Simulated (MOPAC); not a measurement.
Input file for MOPAC: PM3 on CH5BO (SMILES BOC), a point of a torsion scan.

```
PM3 1SCF PRECISE CHARGE=0 THREADS=1
CH5BO

B      1.31305029 1    -0.22666399 1     0.18755677 1
O      0.38360978 1    -0.19025118 1     1.13731735 1
C     -0.29382694 1    -1.26142374 1     1.73435616 1
H      1.12655395 1    -0.71249155 1    -0.87656401 1
H      2.13862486 1     0.61029445 1     0.27681694 1
H     -0.49194593 1    -2.07318998 1     1.02417805 1
H      0.31448421 1    -1.64669909 1     2.55650340 1
H     -1.24153654 1    -0.89472192 1     2.13492698 1
```

It printed:

```
*******************************************************************************
 **                                                                           **
 **                              MOPAC v23.2.5                                **
 **                                                                           **
 *******************************************************************************
 ** MOPAC's Digital Object Identifier: https://doi.org/10.5281/zenodo.6511958 **
 **                                                                           **
 ** Please cite the open-source release paper for use of this MOPAC version:  **
 ** J. E. Moussa and J. J. P. Stewart (2026)                                  **
 ** MOPAC: An open-source semiempirical molecular orbital program             **
 ** J. Open Source Softw., 11(119), 8025, https://doi.org/10.21105/joss.08025 **
 *******************************************************************************

                              PM3 CALCULATION RESULTS

 *******************************************************************************
 *  PM3        - The PM3 Hamiltonian to be used
 *
 *
 *
 *                 CHARGE ON SYSTEM = 0
 *
 *
 *
 *  PRECISE    - TIGHTER CRITERIA TO BE USED
 *  1SCF       - DO 1 SCF AND THEN STOP
 *  THREADS=1  - MULTI-THREADING NOT USED
 *  T=         - A TIME OF 172800.0 SECONDS REQUESTED
 *  DUMP=N     - RESTART FILE WRITTEN EVERY 7200.0 SECONDS REQUESTED
 *******************************************************************************
PM3 1SCF PRECISE CHARGE=0 THREADS=1
 CH5BO

   ATOM   CHEMICAL          X               Y               Z
  NUMBER   SYMBOL      (ANGSTROMS)     (ANGSTROMS)     (ANGSTROMS)

     1       B          1.31305029  *  -0.22666399  *   0.18755677  *
     2       O          0.38360978  *  -0.19025118  *   1.13731735  *
     3       C         -0.29382694  *  -1.26142374  *   1.73435616  *
     4       H          1.12655395  *  -0.71249155  *  -0.87656401  *
     5       H          2.13862486  *   0.61029445  *   0.27681694  *
     6       H         -0.49194593  *  -2.07318998  *   1.02417805  *
     7       H          0.31448421  *  -1.64669909  *   2.55650340  *
     8       H         -1.24153654  *  -0.89472192  *   2.13492698  *



          CARTESIAN COORDINATES

    NO.       ATOM           X           Y           Z

     1         B          1.3131     -0.2267      0.1876
     2         O          0.3836     -0.1903      1.1373
     3         C         -0.2938     -1.2614      1.7344
     4         H          1.1266     -0.7125     -0.8766
     5         H          2.1386      0.6103      0.2768
     6         H         -0.4919     -2.0732      1.0242
     7         H          0.3145     -1.6467      2.5565
     8         H         -1.2415     -0.8947      2.1349

  H: (PM3): J. J. P. STEWART, J. COMP. CHEM. 10, 209 (1989).
  B: (PM3): J. J. P. STEWART, J. MOL. MOD., 10, 155-164 (2004)
  C: (PM3): J. J. P. STEWART, J. COMP. CHEM. 10, 209 (1989).
  O: (PM3): J. J. P. STEWART, J. COMP. CHEM. 10, 209 (1989).

           Empirical Formula: C H5 O B  =     8 atoms



      MOLECULAR POINT GROUP   :   C1


      RHF CALCULATION, NO. OF DOUBLY OCCUPIED LEVELS = 9


 -------------------------------------------------------------------------------
 PM3 1SCF PRECISE CHARGE=0 THREADS=1
 CH5BO



     1SCF WAS SPECIFIED, SO BFGS WAS NOT USED
     SCF FIELD WAS ACHIEVED


                              PM3 CALCULATION
                                                       MOPAC v23.2.5 Linux




          FINAL HEAT OF FORMATION =        -45.83972 KCAL/MOL =    -191.79339 KJ/MOL


          COSMO AREA              =         88.57 SQUARE ANGSTROMS
          COSMO VOLUME            =         69.97 CUBIC ANGSTROMS

          IONIZATION POTENTIAL    =         10.915985 EV
          HOMO LUMO ENERGIES (EV) =        -10.916  0.776
          NO. OF FILLED LEVELS    =          9
          MOLECULAR WEIGHT        =         43.8599         POINT GROUP:  C1

          MOLECULAR DIMENSIONS (Angstroms)

            Atom       Atom       Distance
            H     8    H     5     4.14043
            H     7    H     4     2.61730
            H     6    H     8     1.53357


          SCF CALCULATIONS        =          1





   ATOM   CHEMICAL          X               Y               Z
  NUMBER   SYMBOL      (ANGSTROMS)     (ANGSTROMS)     (ANGSTROMS)

     1       B          1.31305029  *  -0.22666399  *   0.18755677  *
     2       O          0.38360978  *  -0.19025118  *   1.13731735  *
     3       C         -0.29382694  *  -1.26142374  *   1.73435616  *
     4       H          1.12655395  *  -0.71249155  *  -0.87656401  *
     5       H          2.13862486  *   0.61029445  *   0.27681694  *
     6       H         -0.49194593  *  -2.07318998  *   1.02417805  *
     7       H          0.31448421  *  -1.64669909  *   2.55650340  *
     8       H         -1.24153654  *  -0.89472192  *   2.13492698  *

                             CARTESIAN COORDINATES

   1    B        1.313050290    -0.226663990     0.187556770
   2    O        0.383609780    -0.190251180     1.137317350
   3    C       -0.293826940    -1.261423740     1.734356160
   4    H        1.126553950    -0.712491550    -0.876564010
   5    H        2.138624860     0.610294450     0.276816940
   6    H       -0.491945930    -2.073189980     1.024178050
   7    H        0.314484210    -1.646699090     2.556503400
   8    H       -1.241536540    -0.894721920     2.134926980


           Empirical Formula: C H5 O B  =     8 atoms



      MOLECULAR POINT GROUP   :   C1


                  EIGENVALUES
 -39.83950 -28.00636 -22.39744 -17.56867 -16.70062 -16.41263 -13.26788 -12.56527
 -10.91598   0.77637   2.67817   3.60712   3.81670   3.90918   4.19072   4.48176
   5.97979


              NET ATOMIC CHARGES AND DIPOLE CONTRIBUTIONS

  ATOM NO.   TYPE          CHARGE      No. of ELECS.   s-Pop       p-Pop
    1          B          -0.121503        3.1215     1.07119     2.05031
    2          O          -0.143810        6.1438     1.71261     4.43120
    3          C           0.079148        3.9209     1.12843     2.79242
    4          H           0.028231        0.9718     0.97177
    5          H           0.058779        0.9412     0.94122
    6          H           0.024876        0.9751     0.97512
    7          H           0.034179        0.9658     0.96582
    8          H           0.040099        0.9599     0.95990
 DIPOLE           X         Y         Z       TOTAL
 POINT-CHG.    -0.633    -0.831     0.677     1.244
 HYBRID        -0.338    -0.391     0.222     0.563
 SUM           -0.971    -1.222     0.899     1.801


          ATOMIC ORBITAL ELECTRON POPULATIONS

     Atom    s        px        py        pz
    1  B   1.07119   0.61959   0.67946   0.75126
    2  O   1.71261   1.44978   1.38425   1.59717
    3  C   1.12843   0.95355   0.88551   0.95335
    4  H   0.97177
    5  H   0.94122
    6  H   0.97512
    7  H   0.96582
    8  H   0.95990

 **********************
 *                    *
 * JOB ENDED NORMALLY *
 *                    *
 **********************




 == MOPAC DONE ==
```

The run finished.

Cost: around 0.020 core-seconds (rough).
